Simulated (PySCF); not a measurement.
**Two-component Hartree-Fock for Ge¹²⁺ (germanium, charge +12)**

Start: [Ar] 3d2; 3d3/2 filled at m_j = +1/2, +3/2. Calculated with PySCF 2.14 in an uncontracted even-tempered set (17 s from 0.88 bohr⁻², ratio 2.8; 12 p from 1.1 bohr⁻², ratio 2.8; 8 d from 1.1 bohr⁻², ratio 2.8; 4 f from 3.7 bohr⁻², ratio 3): generalised Hartree-Fock with the X2C-1e Hamiltonian and a Gaussian nucleus; one run each with spin-orbit coupling (SO) switched off, then screened by Boettger's factors.

```
spinor shell  electrons  ε, spin-free (eV)  ε, screened SO (eV)  weight of nominal j (screened SO)  rms radius, screened SO (bohr)
       1s1/2          2           -11542.4             -11542.1                              1.000                          0.0542
       2s1/2          2            -1820.9              -1820.8                              1.000                           0.226
       2p1/2          2            -1632.7              -1656.2                              0.995                           0.200
       2p3/2          4            -1632.7              -1621.2                              0.997                           0.203
       3s1/2          2            -514.85              -514.80                              1.000                           0.609
       3p1/2          2            -450.53              -459.61                              0.775                           0.608
       3d3/2          2            -368.81              -369.07                              0.828                           0.582
```

Task: Where does 3p3/2 lie, and what is the 3p spin-orbit splitting (screened SO)?

Result: At -446.03 eV, 13.583 eV above 3p1/2.

```csv
quantity,spin-free,screened SO
E (hartree),-2034.80536,-2034.91275
M_J,2,2
⟨J²⟩,8.002,7.089
⟨L²⟩,12.002,11.838
⟨S²⟩,2.000,1.944
```

The determinant has a definite M_J but mixes levels of different J.

Each row is a mean over spinors that exchange with the open shell spreads, by up to 8.771 eV (3p1/2).

Rows whose weight is well below 1 are mixtures of j = l ± 1/2: exchange outweighs spin-orbit coupling there, and the label is only the starting occupation.

Without spin-orbit coupling the j labels of p, d and f shells carry no meaning; the spin-free column gives the mean over the occupied spinors of each nl shell, and its ⟨J²⟩ belongs to a mixture of degenerate components.
